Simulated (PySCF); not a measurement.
Spectrum to structure. Method: TDDFT B3LYP/def2-SVPD, vertical, gas phase, core orbitals frozen in the response (PySCF 2.14.0, density-fitted response routines). Geometries: GFN2-xTB, one conformer each.

```tsv
state	λ (nm)	f
S1	192.4	0.011
S2	186.8	0.010
S3	179.1	0.0099
S4	175.3	0.0007
S5	166.8	0.221
S6	163.6	0.0083
S7	161.9	0.072
S8	160.4	0.037
```

Task: Which candidate is it? All have the formula C5H7F3O.
A. `CO[C@H](C)C(F)=C(F)F`
B. `FC[C@@]1(F)C[C@@H](F)CO1`
C. `FC[C@@H]1CO[C@H]1C(F)F`

Result: A. Its S1, at 6.44 eV, is the lowest among the candidates; the nearest of the others has S1 at 6.87 eV. S1 is HOMO→LUMO+1 (88%). Löwdin shares by element: HOMO carbon 56% or more, fluorine 23% or more (atoms not listed hold the other 20%); LUMO carbon 59% or more, fluorine 16% or more (atoms not listed hold the other 25%). At the same level the other candidates give, for their lowest levels:
- `FC[C@@]1(F)C[C@@H](F)CO1`: 156 nm (f 0.012); 148 nm (f 0.011); 145 nm (f 0.001); 143 nm (f 0.008); 140 nm (f 0.006); T1 7.82 eV; HOMO -8.57, LUMO 0.30 eV
- `FC[C@@H]1CO[C@H]1C(F)F`: 181 nm (f 0.002); 173 nm (f 0.009); 165 nm (f 0.006); 159 nm (f 0.014); 154 nm (f 0.007); T1 6.53 eV; HOMO -7.66, LUMO 0.19 eV

Conformer computed: `[CH3:1][O:2][C@H:3]([CH3:4])[C:5]([F:6])=[C:7]([F:8])[F:9]`: C1–O2–C3–C4 -167°, O2–C3–C5–F6 75°.
Triplets come from the Tamm–Dancoff approximation.
